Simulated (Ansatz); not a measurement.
Consider the ligand exchange at the Si–O bond: `C[O][Al]([F])[O][SiH3]` + `[OH][Ga]([Cl])[Cl]` → `[SiH3][O][Ga]([Cl])[Cl]` + `C[O][Al]([OH])[F]`.

Program: Ansatz. Geometries: PBE0-D4/def2-TZVP. ΔE: electronic, gas phase. CCSD(T)/CBS is the MP2 limit (def2-TZVPP, def2-QZVPP) plus CCSD(T) − MP2 in def2-TZVPP, frozen cores. This one scheme is used for every species. For Ga outer-core shells are correlated without core-valence functions, which leaves a few kJ/mol of doubt a bond. Scalar relativity is left out up to krypton. Each species was taken in one conformer, which may not be the lowest.

`C[O][Al]([F])[O][SiH3]`:

```xyz
12

C     1.580   -1.620   -0.989
O     0.269   -1.380   -1.418
Al   -0.958   -0.362   -0.923
F    -2.375   -0.414   -1.743
O    -0.780    0.686    0.363
Si   -0.874    1.787    1.556
H     2.280   -1.423   -1.806
H     1.688   -2.669   -0.696
H     1.865   -0.995   -0.135
H    -1.770    1.294    2.635
H     0.480    2.022    2.123
H    -1.406    3.072    1.032
```

`[OH][Ga]([Cl])[Cl]`:

Z-matrix (Å, degrees):
```
Ga
O 1 1.765
Cl 1 2.123 2 120.6
Cl 1 2.109 2 118.8 3 -180.0
H 2 0.961 1 112.9 3 -0.1
```

`[SiH3][O][Ga]([Cl])[Cl]`:

Z-matrix (Å, degrees):
```
Si
O 1 1.642
H 1 1.484 2 108.5
H 1 1.488 2 111.0 3 -120.2
H 1 1.486 2 109.4 3 119.4
Ga 2 1.753 1 139.3 3 134.2
Cl 6 2.109 2 118.7 1 -179.9
Cl 6 2.116 2 120.4 1 0.1
```

`C[O][Al]([OH])[F]`:

Z-matrix (Å, degrees):
```
C
O 1 1.400
H 1 1.096 2 112.5
H 1 1.094 2 109.8 3 -120.7
H 1 1.094 2 109.8 3 120.7
Al 2 1.668 1 135.0 3 0.0
F 6 1.642 2 118.5 1 180.0
O 6 1.684 2 120.7 1 -0.0
H 8 0.955 6 123.6 2 -180.0
```

```
         level  ΔE (eV)
MP2/def2-TZVPP     0.08
MP2/def2-QZVPP     0.09
 MP2/CBS(def2)     0.09
CCSD/CBS(def2)     0.10
```

Q: What does CCSD(T)/CBS give? (Best estimate.)

A: The calculation gave: +0.10 eV. The listed levels differ from it by -0.02, -0.01, -0.01, 0.00 eV.

Largest T1 diagnostic among the species: 0.012.
